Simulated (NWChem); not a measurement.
System: NiHOCl, triplet; SMILES [OH][Ni][Cl]

Input file for NWChem:

```
start job
memory heap 200 mb stack 900 mb global 1100 mb
geometry units angstroms noautoz
  Ni     0.152232     0.396056    -0.032574
  Cl    -0.121521    -1.669352     0.026065
  O      0.144342     2.097775    -0.030830
  H     -0.436920     2.849725     0.094629
end
basis spherical
  Ni library def2-tzvp
  Cl library def2-tzvp
  O library def2-tzvp
  H library def2-tzvp
end
dft
  odft
  mult 3
  xc bhlyp
  iterations 150
  convergence damp 70 ncydp 30 lshift 0.3 ncysh 40
  mulliken
end
task dft energy
```

Excerpt of the output:

```
             Northwest Computational Chemistry Package (NWChem) 7.3.0
             --------------------------------------------------------

 CS  symmetry detected

                             Geometry "geometry" -> ""
                             -------------------------

 Output coordinates in angstroms (scale by  1.889725989 to convert to a.u.)

  No.       Tag          Charge          X              Y              Z
 ---- ---------------- ---------- -------------- -------------- --------------
    1 Ni                  28.0000     0.07262216     0.35945209     0.00000000
    2 Cl                  17.0000    -0.04504968    -1.72151951     0.00000000
    3 O                    8.0000    -0.06844163     2.05533353     0.00000000
    4 H                    1.0000    -0.72004285     2.75850489     0.00000000

 Effective nuclear repulsion energy (a.u.)     221.8268620825

      Symmetry information
      --------------------

 Group name             Cs
 Group number              2
 Group order               2
 No. of unique centers     4

                                 NWChem DFT Module
                                 -----------------

 Summary of "ao basis" -> "ao basis" (spherical)
 ------------------------------------------------------------------------------
       Tag                 Description            Shells   Functions and Types
 ---------------- ------------------------------  ------  ---------------------
 Ni                        def2-tzvp                15       45   6s4p4d1f
 Cl                        def2-tzvp                13       37   5s5p2d1f
 O                         def2-tzvp                11       31   5s3p2d1f
 H                         def2-tzvp                 4        6   3s1p

      Symmetry analysis of basis
      --------------------------

        a'         81
        a"         38

            General Information
            -------------------
          SCF calculation type: DFT
          Wavefunction type:  spin polarized.
          No. of atoms     :     4
          No. of electrons :    54
           Alpha electrons :    28
            Beta electrons :    26
          Charge           :     0
          Spin multiplicity:     3
          Use of symmetry is: on ; symmetry adaption is: on
          Maximum number of iterations: 150
          AO basis - number of functions:   119
                     number of shells:    43
          Convergence on energy requested:  1.00D-06
          Convergence on density requested:  1.00D-05
          Convergence on gradient requested:  5.00D-04

              XC Information
              --------------
                        BHLYP Method XC Functional
                     Hartree-Fock (Exact) Exchange  0.500
                        Slater Exchange Functional  0.500 local
                    Becke 1988 Exchange Functional  0.500 non-local
              Lee-Yang-Parr Correlation Functional  1.000

             Grid Information
             ----------------
          Grid used for XC integration:  medium
          Radial quadrature: Mura-Knowles
          Angular quadrature: Lebedev.
          Tag              B.-S. Rad. Rad. Pts. Rad. Cut. Ang. Pts.
          ---              ---------- --------- --------- ---------
          Ni                  1.35      112           9.0       590
          Cl                  1.00       88          12.0       590
          O                   0.60       49          10.0       434
          H                   0.35       45          11.0       434
          Grid pruning is: on
          Number of quadrature shells:   294
          Spatial weights used:  Erf1

      Superposition of Atomic Density Guess
      -------------------------------------

 Sum of atomic energies:       -2041.56312858

      Non-variational initial energy
      ------------------------------

 Total energy =   -2041.306874
 1-e energy   =   -3274.097095
 2-e energy   =    1010.963358
 HOMO         =      -0.409758
 LUMO         =      -0.408555

   Symmetry analysis of molecular orbitals - initial alpha
   -------------------------------------------------------

  Numbering of irreducible representations:

     1 a'          2 a"

  Orbital symmetries:

     1 a'          2 a'          3 a'          4 a'          5 a'
     6 a"          7 a'          8 a'          9 a'         10 a'
    11 a"         12 a'         13 a'         14 a'         15 a"
    16 a'         17 a'         18 a'         19 a'         20 a"
    21 a'         22 a"         23 a'         24 a'         25 a"
    26 a'         27 a'         28 a"         29 a'         30 a'
    31 a'         32 a"         33 a'         34 a'         35 a"
    36 a'         37 a'         38 a"

   Symmetry analysis of molecular orbitals - initial beta
   ------------------------------------------------------

  Numbering of irreducible representations:

     1 a'          2 a"

  Orbital symmetries:

     1 a'          2 a'          3 a'          4 a'          5 a'
     6 a"          7 a'          8 a'          9 a'         10 a'
    11 a"         12 a'         13 a'         14 a'         15 a"
    16 a'         17 a'         18 a'         19 a'         20 a"
    21 a'         22 a"         23 a'         24 a'         25 a"
    26 a'         27 a'         28 a"         29 a'         30 a'
    31 a'         32 a"         33 a'         34 a'         35 a"
    36 a'         37 a'         38 a"

     ---------------------------------------------
      Total Density - Mulliken Population Analysis
     ---------------------------------------------

    Atom       Charge   Shell Charges
 -----------   ------   -------------------------------------------------------
    1 Ni  28    27.99   2.00  2.00  1.18  0.80  0.46  0.16  5.99  4.77  1.25  0.14  4.67  3.19  1.30  0.09  0.00
    2 Cl  17    16.84   2.01  0.45  1.52  1.11  0.85  4.17  1.70  0.99  2.61  1.41  0.00  0.02  0.00
    3 O    8     8.63   0.79  1.18  0.58  0.97  0.26  1.88  2.06  0.89  0.00  0.01  0.00
    4 H    1     0.54   0.20  0.25  0.05  0.04

     --------------------------------------------
      Spin Density - Mulliken Population Analysis
     --------------------------------------------

    Atom       Charge   Shell Charges
 -----------   ------   -------------------------------------------------------
    1 Ni  28     0.68   0.00  0.00  0.00 -0.00  0.01  0.00  0.00  0.00 -0.00  0.00  0.40  0.25  0.03 -0.01  0.00
    2 Cl  17     0.77   0.00  0.00 -0.00  0.00 -0.00  0.02 -0.01  0.13  0.40  0.22  0.00 -0.00  0.00
    3 O    8     0.54   0.00 -0.00  0.00  0.00  0.00  0.22  0.22  0.11  0.00  0.00 -0.00
    4 H    1     0.00   0.00  0.00  0.00  0.00

[...]
```

Level: BHandHLYP/def2-TZVP, spin-unrestricted. The geometry was optimised at PBE0/def2-SVP, spin-unrestricted. The spin multiplicity was typed, not searched, and may not be the lowest. No stability test was run on the SCF state.
